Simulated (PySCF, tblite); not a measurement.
Isomers of C4H6N2O2Si. Method: GFN2-xTB as coded in tblite; computed harmonic values from a numerical Hessian at the method's own geometry, unscaled. This tight-binding method is rough: wavenumbers can miss measured ones by several per cent, in bad cases by 10 to 20. Modes of hydrogen on silicon can be 10 to 20 % off. One conformer each.

Electronic energies: PBE0/pcSseg-1 single points on the GFN2-xTB geometries (PySCF, gas phase).

```json
{"SMILES": "C=Cc1nc(O[SiH3])no1", "electronic energy, lowest = 0 (kJ/mol)": "95.9"}
{"SMILES": "O=COc1cncn1[SiH3]", "electronic energy, lowest = 0 (kJ/mol)": "0.0"}
{"SMILES": "N#C[C@@]([SiH3])(C=O)C(N)=O", "electronic energy, lowest = 0 (kJ/mol)": "59.0"}
```

How do GFN2-xTB zero-point energies change the relative energies?

```tsv
SMILES	ZPE (kJ/mol)	of it from modes above 1550 cm⁻¹	electronic (kJ/mol)	with ZPE, lowest = 0 (kJ/mol)	lowest mode (cm⁻¹)	rings
O=COc1cncn1[SiH3]	256.7	106.6	0.0	0.0	20	1
N#C[C@@]([SiH3])(C=O)C(N)=O	247.0	135.2	59.0	49.3	41	0
C=Cc1nc(O[SiH3])no1	252.6	126.1	95.9	91.8	69	1
```

The zero-point energies span 9.7 kJ/mol, from `N#C[C@@]([SiH3])(C=O)C(N)=O` to `O=COc1cncn1[SiH3]`. The order is unchanged.

And how do the electronic energies of GFN2-xTB itself compare?

`O=COc1cncn1[SiH3]` 0.0; `N#C[C@@]([SiH3])(C=O)C(N)=O` 238.9; `C=Cc1nc(O[SiH3])no1` 70.0 kJ/mol, lowest = 0. Against the energies above, taken from the same isomer `O=COc1cncn1[SiH3]`, the largest difference is 179.9 kJ/mol.
